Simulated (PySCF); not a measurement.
Work out the structure from these simulated measurements.

Formula: C8H11NS.

| Quantity | Value |
| --- | --- |
| Dipole | 2.56 D [CAM-B3LYP/def2-SVPD] |
| 13C NMR | chemical shifts (computed TMS as zero) by class: 149.7 (1 C), 132.7 (1 C), 120.3 (1 C), 96.1 (1 C), 49.2 (2 C), 28.8 (2 C) ppm [GIAO PBE0/pcSseg-1] |
| Triplet | lowest triplet excitation (Tamm–Dancoff): 3.32 eV [TDA CAM-B3LYP/def2-SVPD] |
| UV, first state | lowest singlet excitation: 4.65 eV (266 nm, f = 0.111) [TDDFT CAM-B3LYP/def2-SVPD] |
| Valence photoelectron | vertical ionisation energy: 6.96 eV [ΔSCF CAM-B3LYP/def2-SVPD] |
| NMR, other nuclei | isotropic shieldings of nuclei other than C and H, by class: 180 (1 N), 313 (1 S) ppm [GIAO PBE0/pcSseg-1] |
| Rotational structure | rotational constants A, B, C: 3.486, 0.638, 0.550 GHz [PBE0-D3(BJ)/def2-SVP] |
| Polarisability | 119.3 au [CAM-B3LYP/def2-SVPD] |

Electronic properties: PySCF, gas phase, density fitting. Levels stand in brackets. One conformer (not necessarily the lowest) at the PBE0-D3(BJ)/def2-SVP geometry, without solvent, vibrations or thermal averaging. NMR values are class means; diastereotopic atoms form classes of their own.

Task: Give a SMILES that accounts for the data.

Result: Numbering: `[cH:1]1[cH:2][c:3]([N:4]2[CH2:5][CH2:6][CH2:7][CH2:8]2)[cH:9][s:10]1`. Its formula, C8H11NS, gives 4 degrees of unsaturation: 2 rings and 2 π bonds in the structure found (Kekulé form). 8 carbons fall into 6 classes; from least to most shielded: aromatic carbon bearing nitrogen [C3] (149.7 ppm), aromatic CH next to a ring sulfur [C1] (132.7 ppm), aromatic CH carbon [C2] (120.3 ppm), aromatic CH next to a ring sulfur [C9] (96.1 ppm), ring sp3 carbon bound to nitrogen [C5/C8] (49.2 ppm, 2 C), ring CH2 carbon [C6/C7] (28.8 ppm, 2 C). The other shieldings belong to: 180 ppm, aniline-type nitrogen [N4]; 313 ppm, thiophene-type sulfur [S10]. The first electron is taken from the HOMO, whose largest Löwdin shares are 0.29 on the aniline-type nitrogen, 0.19 on an aromatic CH next to a ring sulfur, 0.15 on the thiophene-type sulfur and 0.10 on the aromatic carbon bearing nitrogen. The optimised geometry has point group C1 and is an asymmetric top. Structure: `c1cc(N2CCCC2)cs1`. Computed isomers that give other values at the same levels: `CN(C)c1ccc(S)cc1` (smallest rotational constant: 0.486 GHz; this holds for the one conformer computed). The assignments are read from this structure; whether some other isomer fits the data as well wasn't checked.
